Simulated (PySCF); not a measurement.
Coordinates in bohr (charge 0 multiplicity 6):
```
Co    0.0000    0.0000   -0.4705
Se    4.2223    0.0000    0.1628
Se   -4.2223    0.0000    0.1628
```

These are results of UB3LYP/[Co def2-SVP, Se def2-SVP], no relativity, density fitting, PySCF, not measurements.

This geometry of CoSe₂ is a stationary point at this level.

What is the point group?

C2v.

Is it a minimum?

Yes: all harmonic wavenumbers are real, though the softest, 32 cm⁻¹, leaves little margin.

Which band is strongest in the infrared?

32 cm⁻¹ (a1), 7 km/mol.

What are the dipole moment and the gap between the highest occupied and lowest empty levels of either spin?

1.02 D and 1.46 eV.

Only a few start shapes were tried, so a lower isomer may exist. Open d and f shells are described by one determinant, and the ground state may have another occupation or spin. At this level a quartet minimum of C2v symmetry lies 37 kJ/mol below this structure.
